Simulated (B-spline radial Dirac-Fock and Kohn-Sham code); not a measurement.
**Elastic scattering of 54.6 eV electrons by the free niobium atom**

The computed values come from a radial B-spline solver: relativistic (Dirac) partial waves in the static field of the Dirac-Fock atom with Furness-McCarthy exchange, without polarisation or absorption potentials. Below a few hundred eV the neglected polarisation potential matters, most of all at small angles.

Input file task.json (cfg lists n, l and occupation; rrms is the nuclear radius in fm):

```json
{"items": [{
  "Z": 41,
  "q": 0,
  "cfg": [[1, 0, 2], [2, 0, 2], [2, 1, 6], [3, 0, 2], [3, 1, 6], [3, 2, 10], [4, 0, 2], [4, 1, 6], [4, 2, 4], [5, 0, 1]],
  "A": 93,
  "rrms": 4.324,
  "do": "elastic",
  "energies": [[54.6, 0]],
  "theta": [0, 10, 20, 30, 40, 50, 60, 70, 80, 90, 100, 110, 120, 130, 140, 150, 160, 170, 180]
}]}
```

Command: `python xray2_run.py task.json out`

```
θ (°)  dσ/dΩ (a₀²/sr)  Sherman function
    0            82.7             0.000
   10            62.5             0.001
   20            33.0             0.004
   30            15.5             0.012
   40            5.99             0.027
   50            1.71             0.046
   60           0.886            -0.017
   70            1.34            -0.058
   80            1.66            -0.056
   90            1.59            -0.045
  100            1.39            -0.025
  110            1.18            -0.003
  120           0.825             0.014
  130           0.313             0.034
  140         0.00410             0.301
  150           0.355            -0.022
  160            1.41            -0.008
  170            2.59            -0.003
  180            3.11             0.000
```

The total elastic cross section is 50.6 a₀², the first transport cross section 15.6 a₀² and the second, weighted with (3/2) sin²θ, 22.9 a₀². The mean deflection is ⟨1 − cos θ⟩ = 0.308, and 12 % of the collisions scatter beyond 90°.

On this grid of angles the cross section has minima near 60°, 140°, from interference among the few low partial waves with large phase shifts.
